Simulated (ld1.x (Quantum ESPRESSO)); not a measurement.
mercury: one change to a TM potential, before and after

* Element: Hg
* Generator: ld1.x (Quantum ESPRESSO) 7.5
* Type: norm-conserving Troullier–Martins (Kleinman–Bylander form)
* Functional: LDA (PZ)
* Relativity: scalar-relativistic
* Frozen core: [Xe] 4f14
* Valence charge: 12
* Reference configuration: 5d10 6s2 6p0
* Partial waves: 6s (bound): rc 1.60 bohr; 6p (bound, empty): rc 2.85 bohr; 5d (bound): rc 1.80 bohr
* Local potential: all-electron potential smoothed inside 2.05 bohr (lloc = -1)
* Core correction: none

All-electron outer shells of the reference configuration (LDA (PZ), scalar-relativistic, ld1.x):

| shell | level (eV) | outermost node (bohr) | outermost maximum (bohr) |
| --- | --- | --- | --- |
| 4f | -96.34 | – | 0.37 |
| 5p | -66.76 | 0.51 | 0.92 |
| 5d | -10.07 | 0.55 | 1.17 |
| 6s | -7.13 | 1.08 | 2.21 |
| 6p | -1.19 | 1.27 | 3.26 |

Change: reference 5d10 6s1.75 6p0.

Cutoffs: the cutoffs (Ry, on a coarse ladder) from which the occupation-weighted sum of valence levels, in a spherical-Bessel basis at the reference potential, stays within 10 and 1 mRy of its value at 400 Ry; they do not see the model core or the augmentation charge, which bear on the density cutoff. Errors are all-electron minus pseudo energies relative to the spin-unpolarised reference configuration.

**Question.** What does the change do?

**Answer.** The potential gets neither clearly harder nor softer (50 Ry and 120 Ry → 50 Ry and 120 Ry); both files keep a bound ghost (s).

| quantity | base | changed |
| --- | --- | --- |
| cutoff, loose | 50 Ry | 50 Ry |
| cutoff, tight | 120 Ry | 120 Ry |
| bound ghosts | s | s |
| largest error over its own tests, meV | -201 | -233 |
| s: phases at 3.12 bohr within 0.05 rad from the reference energy up to (Ry; the scan ends near 5) | 1.6 | 1.5 |
| p: phases at 3.12 bohr within 0.05 rad from the reference energy up to (Ry; the scan ends near 5) | 1.1 | 1.0 |
| d: phases at 3.12 bohr within 0.05 rad from the reference energy up to (Ry; the scan ends near 5) | to the end of the scan | to the end of the scan |

 A true bound ghost makes a file unfit for plane-wave use even where its test errors are small: the radial tests pick states by their node count and pass the ghost by.
